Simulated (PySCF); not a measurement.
ECD: SMILES C=C(F)/C(F)=C/C(F)(F)F, C$_{5}$H$_{3}$F$_{5}$

Molfile (atoms numbered from 1):
```
C5H3F5
     RDKit          3D

 13 12  0  0  0  0  0  0  0  0999 V2000
    2.5129    0.6196   -0.7367 C   0  0  0  0  0  0  0  0  0  0  0  0
    1.5497   -0.1703   -0.2805 C   0  0  0  0  0  0  0  0  0  0  0  0
    1.8113   -1.4414    0.0786 F   0  0  0  0  0  0  0  0  0  0  0  0
    0.1491    0.2004   -0.1080 C   0  0  0  0  0  0  0  0  0  0  0  0
   -0.1289    1.4513   -0.4817 F   0  0  0  0  0  0  0  0  0  0  0  0
   -0.7972   -0.6051    0.3787 C   0  0  0  0  0  0  0  0  0  0  0  0
   -2.2251   -0.1836    0.5371 C   0  0  0  0  0  0  0  0  0  0  0  0
   -2.9315   -1.1156    1.1893 F   0  0  0  0  0  0  0  0  0  0  0  0
   -2.3633    0.9575    1.2270 F   0  0  0  0  0  0  0  0  0  0  0  0
   -2.8398    0.0067   -0.6426 F   0  0  0  0  0  0  0  0  0  0  0  0
    2.2996    1.6336   -1.0197 H   0  0  0  0  0  0  0  0  0  0  0  0
    3.5221    0.2621   -0.8307 H   0  0  0  0  0  0  0  0  0  0  0  0
   -0.5633   -1.6147    0.6716 H   0  0  0  0  0  0  0  0  0  0  0  0
  1  2  2  0
  2  3  1  0
  2  4  1  0
  4  5  1  0
  4  6  2  0
  6  7  1  0
  7  8  1  0
  7  9  1  0
  7 10  1  0
  1 11  1  0
  1 12  1  0
  6 13  1  0
M  END
```

Level of theory: TDDFT BHandHLYP/def2-SVPD circular dichroism and optical rotation, one conformer, gas phase (PySCF). Geometry: GFN2-xTB.

States above about 9.0 eV lie in this functional's continuum (it starts at minus the energy of the highest occupied orbital, well below the true ionisation energy for most functionals) and depend on the basis. No stereocentre is labelled: unless the shape is locked (an allene, a helicene, a hindered biaryl), the mirror image is equally populated and a measured rotation or CD is zero.

Question: List the lowest 12 singlet excitations with oscillator and rotatory strengths.

Answer: Rotatory strengths R in 10⁻⁴⁰ esu² cm², velocity form and length form (origin at the centre of mass); f in length form.
| state | E (eV) | λ (nm) | f | R (velocity) | R (length) | main |
| --- | --- | --- | --- | --- | --- | --- |
| 1 | 5.90 | 210 | 0.762 | +2.6 | +2.7 | HOMO→LUMO 0.98 |
| 2 | 7.36 | 168 | 0.010 | +0.5 | +0.5 | HOMO−1→LUMO 0.97 |
| 3 | 7.47 | 166 | 0.001 | -0.7 | -0.8 | HOMO→LUMO+1 0.93 |
| 4 | 8.05 | 154 | 0.012 | -1.2 | -1.4 | HOMO→LUMO+3 0.47, HOMO→LUMO+6 0.34 |
| 5 | 8.30 | 149 | 0.009 | -0.5 | -0.5 | HOMO−2→LUMO 0.80, HOMO−3→LUMO 0.09 |
| 6 | 8.38 | 148 | 0.041 | -0.5 | -0.6 | HOMO→LUMO+2 0.74 |
| 7 | 8.84 | 140 | 0.006 | +1.8 | +1.8 | HOMO→LUMO+4 0.91 |
| 8 | 8.87 | 140 | 0.0004 | +0.1 | +0.2 | HOMO→LUMO+3 0.31, HOMO→LUMO+5 0.26 |
| 9 | 9.09 | 136 | 0.0004 | -0.1 | -0.1 | HOMO−3→LUMO 0.79, HOMO−2→LUMO 0.08 |
| 10 | 9.34 | 133 | 0.002 | -0.4 | -0.3 | HOMO→LUMO+7 0.43, HOMO→LUMO+9 0.10 |
| 11 | 9.44 | 131 | 0.0004 | -0.5 | -0.6 | HOMO→LUMO+5 0.35, HOMO→LUMO+2 0.13 |
| 12 | 9.53 | 130 | 0.005 | +1.6 | +1.6 | HOMO−5→LUMO 0.72, HOMO−1→LUMO+1 0.11 |

Among the states computed, the strongest CD band (largest |R|) is state 1. The largest dissymmetry factor in size, g = 4R/(D+G), with D and G the electric and magnetic dipole strengths, is +0.0041 for state 12 (velocity form, f = 0.005), among bands with |R| over 0.5. The mirror image has the same energies and oscillator strengths and all R with the opposite sign.
